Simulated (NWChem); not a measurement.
C₂H₆O₂Si; SMILES O[Si@H]1CCO1

```xyz
11

O      0.0116     1.9408    -0.4323
Si    -0.0549     0.5429     0.4465
C     -1.1121    -0.9147    -0.1076
C      0.2545    -1.6238    -0.2268
O      1.1712    -0.5702     0.1228
H      0.1636     1.8589    -1.3788
H     -0.1383     1.0210     1.8485
H     -1.7991    -1.3485     0.6331
H     -1.6481    -0.7997    -1.0612
H      0.3637    -2.4699     0.4725
H      0.4753    -1.9944    -1.2426
```
Atoms are numbered in this order, from 1.

Level: PBE0/def2-SVP (NWChem), optimised geometry, unscaled harmonic frequencies. 

| frequency (cm⁻¹) | IR intensity (km/mol) |
|---|---|
| 128 | 0.3 |
| 199 | 12.5 |
| 278 | 38.3 |
| 366 | 116.2 |
| 538 | 9.4 |
| 669 | 43.8 |
| 711 | 17.2 |
| 773 | 54.0 |
| 791 | 86.4 |
| 846 | 49.3 |
| 893 | 156.0 |
| 912 | 39.3 |
| 955 | 130.4 |
| 991 | 96.3 |
| 1030 | 65.2 |
| 1115 | 105.9 |
| 1176 | 0.4 |
| 1217 | 0.4 |
| 1343 | 8.8 |
| 1416 | 15.1 |
| 1506 | 0.3 |
| 2287 | 155.6 |
| 3054 | 65.0 |
| 3106 | 4.0 |
| 3109 | 26.6 |
| 3174 | 4.0 |
| 3929 | 102.4 |

- zero-point energy: 52.2 kcal/mol
- thermal correction to the enthalpy at 298.15 K (with zero-point energy): 56.4 kcal/mol
- heat capacity Cv: 20.9 cal/(mol K)
- entropy at 298.15 K and 1 atm (symmetry number 1): 75.5 cal/(mol K)
- dipole moment: 2.26 D

Rigid rotor and harmonic oscillator.
